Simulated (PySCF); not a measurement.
Working out the ionisation energy of Dy

Dy [Xe] 4f10 6s2 (high-spin determinant) → Dy⁺ [Xe] 4f10 6s1 (high-spin determinant). Calculation: PySCF 2.14, in cc-pVDZ-X2C; scalar relativity by spin-free X2C-1e. Frozen: [Kr] 4d10. Energies in hartree (1 hartree = 27.21139 eV):

```csv
part,Dy (lower),Dy⁺ (upper)
UHF,-12152.269700,-12152.090971
CCSD correlation,-0.654076,-0.621205
(T),-0.028962,-0.025406
```

**Question.** What does Hartree-Fock give?

**Answer.** (-12152.090971) − (-12152.269700) = 0.178729 hartree = 4.863 eV.

**Question.** What do CCSD and CCSD(T) give?

**Answer.** The CCSD correlation energies differ by 0.032871 hartree = 0.894 eV and the triples by 0.003556 hartree = 0.097 eV, so CCSD gives 5.757 eV and CCSD(T) 5.854 eV.

A first-order spin-orbit estimate adds 0.000 eV to CCSD(T) (valence), giving 5.854 eV against 5.939 eV (measured; NIST Atomic Spectra Database, ionization energies).

One determinant mixes LS terms, so it does not stand for a single term.

A double-zeta basis recovers only part of the correlation energy.

What remains against the reference includes basis incompleteness, the frozen core and higher excitations.
